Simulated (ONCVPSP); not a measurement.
# Before and after: ONCV potential for nickel

| Property | Result |
| --- | --- |
| Element | Ni (Z = 28) |
| Generator | ONCVPSP 4.0.1 |
| Type | optimised norm-conserving Vanderbilt (ONCV) |
| Functional | PBE |
| Relativity | scalar-relativistic |
| Frozen core | [Ne] 3s2 |
| Valence charge | 16 |
| Reference configuration | 3p6 3d8 4s1.75 4p0.25 |
| Partial waves | 4s: rc 2.20 bohr, ncon 4, nbas 9, qcut 2.6 1/bohr, 1 projector; 3p+4p: rc 1.10 bohr, ncon 4, nbas 8, qcut 13.5 1/bohr, 2 projectors; 3d: rc 1.25 bohr, ncon 4, nbas 9, qcut 13.9 1/bohr, 2 projectors, debl 2.8 Ha |
| Local potential | polynomial inside 1.10 bohr (lpopt 1, dvloc0 -1 Ha) |
| Core correction | Teter function, fcfact 2, rcfact 1.4 |

Change: d: qcut 18.3.

Cutoffs: the cutoffs (Ha) at which the residual kinetic energy of the hardest occupied pseudo-wave falls to 1 and 0.1 mHa per electron; they do not see the model core or the augmentation charge, which bear on the density cutoff. Errors are all-electron minus pseudo energies relative to the spin-unpolarised reference configuration.

Task: What does the change do?

Result: The potential gets harder (70 Ha and 79 Ha → 79 Ha and 89 Ha); both files keep a bound ghost (s); of the 3 tests that both files solve, the error grows in 0 and shrinks in 1 by more than 15 % and 0.3 meV (median size 2.2 → 2.4 meV). The waves are optimised to have the least kinetic energy above qcut, so the cutoff follows it (qcut²/2 in Ha).

| quantity | base | changed |
| --- | --- | --- |
| cutoff, loose | 70 Ha | 79 Ha |
| cutoff, tight | 79 Ha | 89 Ha |
| loose cutoff by channel | s 8.7 Ha, p 43 Ha, d 70 Ha | s 8.7 Ha, p 43 Ha, d 79 Ha |
| bound ghosts | s | s |
| GHOST(+) flags under 300 eV | none | none |
| tests with a reliable result | 3 of 4 | 3 of 4 |
| error for 3p6 3d8 4s2 4p0, meV [ΔE -1.11 eV] | -0.1 | -0.1 |
| error for 3p6 3d8 4s1 4p0, meV [ΔE 8.21 eV] | -2.2 | -2.4 |
| error for 3p5 3d8 4s2 4p0, meV [ΔE 78.41 eV] | -152 | -126 |
| s: phases at 2.23 bohr within 0.05 rad from the reference energy up to (Ha; the scan ends near 5) | 2.0 | 2.0 |
| p: phases at 1.12 bohr within 0.05 rad from the reference energy up to (Ha; the scan ends near 5) | to the end of the scan | to the end of the scan |
| d: phases at 1.27 bohr within 0.05 rad from the reference energy up to (Ha; the scan ends near 5) | to the end of the scan | to the end of the scan |
| rms error of d²Exc/dni dnj with the model core, mHa | 2.04 | 2.09 |

 A true bound ghost makes a file unfit for plane-wave use even where its test errors are small: the radial tests pick states by their node count and pass the ghost by.
